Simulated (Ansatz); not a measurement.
`NCOC=O` and `NCO[SiH3]` differ in one atom or group.

Ansatz, PBE0-D4/def2-TZVP geometries, multiplicity 1. Each molecule was computed in one conformer, which needn't be the lowest.

```tsv
property	`NCOC=O`
size of the dipole moment (PBE/def2-TZVPP) / D	2.61
LUMO energy (PBE0/def2-TZVPP) / eV	0.17
HOMO–LUMO gap (B3LYP/def2-TZVPP) / eV	7.32
size of the dipole moment (B3LYP/def2-TZVPP) / D	2.62
HOMO–LUMO gap (PBE/def2-TZVPP) / eV	5.15
HOMO–LUMO gap (PBE0/def2-TZVPP) / eV	7.88
```

**Question.** Give the same properties after the change, and the shifts. (An estimate is asked.)

**Answer.** The calculation gave: 
```tsv
property	`NCO[SiH3]`	shift
size of the dipole moment (PBE/def2-TZVPP) / D	0.32	-2.29
LUMO energy (PBE0/def2-TZVPP) / eV	0.38	0.21
HOMO–LUMO gap (B3LYP/def2-TZVPP) / eV	7.56	0.24
size of the dipole moment (B3LYP/def2-TZVPP) / D	0.16	-2.46
HOMO–LUMO gap (PBE/def2-TZVPP) / eV	5.71	0.56
HOMO–LUMO gap (PBE0/def2-TZVPP) / eV	8.06	0.18
```

The zero-point energy changes by 13.3 kJ/mol with +3 modes. Dipoles are sizes alone; their direction can turn.

B3LYP here is the variant with VWN-RPA as its local correlation; programs differ in this.
